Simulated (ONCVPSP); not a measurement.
**u(r) = r·R(r): atom against pseudo-atom (osmium (Os))**

Columns: radius, all-electron u(r) and pseudo u(r) of the 5s shell (level -99.60 eV) of osmium in the configuration [Kr] 4d10 4f14 5s2 5p6 5d6 6s1; PBE, scalar-relativistic, ONCV scheme, ONCVPSP 4.0.1.

```json
{"r (bohr)": "0.090", "all-electron": "0.0760", "pseudo": "0.1405"}
{"r (bohr)": "0.180", "all-electron": "0.3101", "pseudo": "0.2815"}
{"r (bohr)": "0.270", "all-electron": "-0.4147", "pseudo": "0.4223"}
{"r (bohr)": "0.360", "all-electron": "-0.6451", "pseudo": "0.5609"}
{"r (bohr)": "0.450", "all-electron": "-0.3298", "pseudo": "0.6930"}
{"r (bohr)": "0.540", "all-electron": "0.1761", "pseudo": "0.8127"}
{"r (bohr)": "0.630", "all-electron": "0.6345", "pseudo": "0.9137"}
{"r (bohr)": "0.720", "all-electron": "0.9552", "pseudo": "0.9895"}
{"r (bohr)": "0.810", "all-electron": "1.1317", "pseudo": "1.0352"}
{"r (bohr)": "0.900", "all-electron": "1.1910", "pseudo": "1.0485"}
{"r (bohr)": "0.990", "all-electron": "1.1671", "pseudo": "1.0298"}
{"r (bohr)": "1.080", "all-electron": "1.0907", "pseudo": "0.9824"}
{"r (bohr)": "1.170", "all-electron": "0.9858", "pseudo": "0.9118"}
{"r (bohr)": "1.260", "all-electron": "0.8693", "pseudo": "0.8251"}
{"r (bohr)": "1.350", "all-electron": "0.7524", "pseudo": "0.7297"}
{"r (bohr)": "1.440", "all-electron": "0.6420", "pseudo": "0.6323"}
{"r (bohr)": "1.530", "all-electron": "0.5416", "pseudo": "0.5385"}
{"r (bohr)": "1.620", "all-electron": "0.4528", "pseudo": "0.4522"}
{"r (bohr)": "1.710", "all-electron": "0.3758", "pseudo": "0.3758"}
{"r (bohr)": "1.800", "all-electron": "0.3100", "pseudo": "0.3100"}
{"r (bohr)": "1.890", "all-electron": "0.2544", "pseudo": "0.2545"}
{"r (bohr)": "1.980", "all-electron": "0.2080", "pseudo": "0.2080"}
{"r (bohr)": "2.070", "all-electron": "0.1694", "pseudo": "0.1694"}
{"r (bohr)": "2.160", "all-electron": "0.1376", "pseudo": "0.1376"}
{"r (bohr)": "2.250", "all-electron": "0.1114", "pseudo": "0.1114"}
{"r (bohr)": "2.340", "all-electron": "0.0900", "pseudo": "0.0900"}
```

(1) How many radial nodes do the two functions have?

(2) At about which radius was the pseudo-wave matched?

(3) Is the pseudo-wave norm-conserving?

Results:

(1) The all-electron 5s function has n − l − 1 = 4 (the table is too coarse to show those close to the nucleus); the pseudo-wave has 0, since the states of the same l below it are removed with the core.

(2) 1.80 bohr, where the columns begin to agree (steps of 0.09 bohr).

(3) Yes: the ONCV scheme keeps the norm inside the radius equal to the all-electron one, which fixes the energy derivative of the logarithmic derivative at the level.
